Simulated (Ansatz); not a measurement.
`CS[SiH](C)S` + `OB(O)F` → `COB(O)F` + `C[SiH](S)S`  (substitution at a C–S bond)

Program: Ansatz. Geometries: PBE0-D4/def2-TZVP. ΔE: electronic, gas phase. CCSD(T)/CBS adds triple-zeta CCSD(T) − MP2 to the extrapolated MP2 energy (def2 sets, frozen cores). DFT in def2-TZVPP. Each species was taken in one conformer, which may not be the lowest.

CCSD(T)/CBS gives +0.47 eV.

**Question.** Another level gave +0.38 eV. Which?
A. revPBE-D4/def2-TZVPP
B. HF/def2-TZVPP
C. CAM-B3LYP-D4/def2-TZVPP
D. r2SCANh-D4/def2-TZVPP

**Answer.** C. CAM-B3LYP-D4 0.38, HF/def2-TZVPP 0.29, r2SCANh-D4 0.45, revPBE-D4 0.50 eV.

Largest T1 diagnostic among the species: 0.012.

Leaving LDA and LC-ωPBE aside and taking each functional with its dispersion term where it has one, the values spread over 0.13 eV, from CAM-B3LYP-D4 to revPBE-D4. At CCSD(T), def2-SVP lies −0.16 eV from the extrapolated value and def2-TZVPP −0.04 eV.
